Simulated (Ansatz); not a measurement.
Relaxation of Cl$_{4}$FH$_{2}$OTa (9 atoms, charge 0, multiplicity 1), to a largest force component of 0.03 eV/Å in at most 50 steps.

All numbers below come from RKS PBE/def2-SVP (Ansatz).

```xyz
9
Properties=species:S:1:pos:R:3:forces:R:3
Ta -0.406 -0.321 0.189 0.44 -0.91 0.19
Cl 3.248 -0.017 0.455 -0.21 -0.83 0.14
Cl 0.205 0.697 2.168 0.00 -0.01 -0.02
Cl 0.558 0.031 -1.876 -0.01 0.00 0.02
F -1.621 1.098 -0.148 0.05 -0.09 0.02
Cl -2.299 -1.664 0.238 -0.01 -0.01 0.00
O 0.618 -1.976 0.556 -0.49 1.05 -0.22
H 0.497 -2.928 0.704 -0.02 -0.02 0.00
H 2.689 -1.220 0.632 0.25 0.81 -0.14
```

Task: Where does it end, and by what steps?

Result: It converged. After 9 steps the energy has fallen by 0.147 eV; Cl2 moved furthest, 0.83 Å.

```json
{"step": "0", "energy less start (eV)": "0.0000", "largest force component (eV/Å)": "1.053", "accepted": "yes"}
{"step": "1", "energy less start (eV)": "-0.0457", "largest force component (eV/Å)": "1.044", "accepted": "yes"}
{"step": "2", "energy less start (eV)": "-0.0873", "largest force component (eV/Å)": "0.696", "accepted": "yes"}
{"step": "3", "energy less start (eV)": "-0.1149", "largest force component (eV/Å)": "0.558", "accepted": "yes"}
{"step": "4", "energy less start (eV)": "-0.1200", "largest force component (eV/Å)": "1.484", "accepted": "yes"}
{"step": "5", "energy less start (eV)": "-0.1418", "largest force component (eV/Å)": "0.151", "accepted": "yes"}
{"step": "6", "energy less start (eV)": "-0.1447", "largest force component (eV/Å)": "0.098", "accepted": "yes"}
{"step": "7", "energy less start (eV)": "-0.1463", "largest force component (eV/Å)": "0.103", "accepted": "yes"}
{"step": "8", "energy less start (eV)": "-0.1471", "largest force component (eV/Å)": "0.047", "accepted": "yes"}
{"step": "9", "energy less start (eV)": "-0.1472", "largest force component (eV/Å)": "0.024", "accepted": "yes"}
```

```xyz
9
Properties=species:S:1:pos:R:3
Ta -0.538 -0.267 0.172
Cl 3.722 -0.677 0.615
Cl 0.125 0.924 2.022
Cl 0.468 0.288 -1.819
F -1.963 0.940 -0.158
Cl -2.230 -1.871 0.284
O 0.669 -1.731 0.520
H 0.708 -2.689 0.682
H 2.529 -1.218 0.601
```

Whether the end is a true minimum wasn't checked by a vibrational analysis.

Run time: 45 s on 4 threads of Arm Neoverse N1, on a shared host, peak memory 0.23 GiB.
